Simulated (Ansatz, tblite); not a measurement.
Cost and result up the ladder for SnH3(nBu) (C₄H₁₂Sn) (17 atoms). Total charge 0; singlet. Geometry: PBE-D4/def2-SVP.

```csv
atom,x (Å),y (Å),z (Å)
Sn1,1.323,0.089,-2.558
H2,2.912,-0.525,-2.868
H3,0.223,-0.594,-3.709
H4,1.338,1.809,-2.764
C5,0.679,-0.412,-0.536
C6,-0.726,0.099,-0.196
C7,-1.217,-0.288,1.210
C8,-0.411,0.326,2.357
H9,0.734,-1.518,-0.445
H10,1.446,0.003,0.151
H11,-0.759,1.208,-0.295
H12,-1.453,-0.289,-0.943
H13,-2.282,0.016,1.307
H14,-1.212,-1.398,1.301
H15,-0.833,0.047,3.343
H16,0.646,-0.009,2.348
H17,-0.408,1.435,2.297
```

Ansatz on 4 threads of Intel Xeon on a shared host; xTB runs through tblite on one thread. Times are rough, summed over both states, and most runs start from the orbitals of an earlier one. PBE0-D4/def2-TZVP serves as the yardstick here, not as an exact answer. Differences are given only for rows in sets of like size (and for xTB, whose basis is part of the method), since another set adds its own error. The other state is a doublet.

In the def2 sets Sn takes a core potential; there is no spin–orbit coupling. The xTB rows come from tblite. Correlated methods freeze 8 core orbitals; core or outer-core shells of Sn are correlated, in sets that lack core-valence functions. The rows differ in basis, and correlated rows in double-zeta sets carry the largest basis error.

Correlated methods converge slowly with the basis, most of all in double-zeta sets.

Raw xTB energies of ions are shifted by several eV.

```
            level  functions  wall time  vertical IE (eV)  difference from PBE0-D4/def2-TZVP (eV)
         GFN2-xTB         37    0.031 s             13.64                                    4.11
         GFN1-xTB         49    0.035 s             14.37                                    4.84
 PBE-D4/def2-TZVP        246      9.8 s              9.30                                   -0.23
BLYP-D4/def2-TZVP        246       10 s              9.24                                   -0.29
PBE0-D4/def2-TZVP        246       19 s              9.53                                    0.00
 CCSD(T)/def2-SVP        142    2.9 min              9.66                                       –
```
